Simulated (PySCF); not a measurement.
**Field gradients at the hydrogen positions**

Species: C5H7P2 (charge -1).
Geometry (GFN2-xTB, Å), atoms numbered from 1 in this order:
```
atom  x, y, z in Å
C1    -1.3609   -1.2100    0.0857
C2     0.0582   -0.7204   -0.0033
P3     1.4045   -1.8475   -0.0895
C4     2.5918   -0.5987   -0.1671
P5     2.0694    1.0448   -0.1339
C6     0.3667    0.6216   -0.0260
C7    -0.6952    1.6848    0.0424
H8    -1.9472   -0.8645   -0.7705
H9    -1.8475   -0.8405    0.9927
H10   -1.3799   -2.2988    0.1022
H11    3.6453   -0.8416   -0.2361
H12   -1.2770    1.5971    0.9645
H13   -1.3907    1.5998   -0.7975
H14   -0.2383    2.6733    0.0141
```

Level: PBE0/pcSseg-1 (PySCF, non-relativistic); Q(2H) = 0.00286 b; rigid geometry, the same for H and D, with no vibrational averaging.

**Question.** Give the electric field gradient Vzz (the principal value of largest size), its asymmetry and the 2H coupling at each hydrogen.

**Answer.** 
```json
{"atom": "H8", "bonded to": "C1", "bond length (Å)": "1.094", "Vzz (au)": "0.3108", "η": "0.01", "χzz (kHz)": "209"}
{"atom": "H9", "bonded to": "C1", "bond length (Å)": "1.094", "Vzz (au)": "0.3109", "η": "0.01", "χzz (kHz)": "209"}
{"atom": "H10", "bonded to": "C1", "bond length (Å)": "1.089", "Vzz (au)": "0.3160", "η": "0.01", "χzz (kHz)": "212"}
{"atom": "H11", "bonded to": "C4", "bond length (Å)": "1.083", "Vzz (au)": "0.3445", "η": "0.07", "χzz (kHz)": "232"}
{"atom": "H12", "bonded to": "C7", "bond length (Å)": "1.094", "Vzz (au)": "0.3105", "η": "0.01", "χzz (kHz)": "209"}
{"atom": "H13", "bonded to": "C7", "bond length (Å)": "1.094", "Vzz (au)": "0.3105", "η": "0.01", "χzz (kHz)": "209"}
{"atom": "H14", "bonded to": "C7", "bond length (Å)": "1.089", "Vzz (au)": "0.3155", "η": "0.01", "χzz (kHz)": "212"}
```

Isolated species at its GFN2-xTB geometry, gas phase. The pcSseg-1 basis has no diffuse functions, a weakness for an anion. GFN2-xTB bond lengths can be off by several hundredths of an ångström, more for odd bonds, and the gradients follow them. With so small a basis the couplings can be 20 % off.
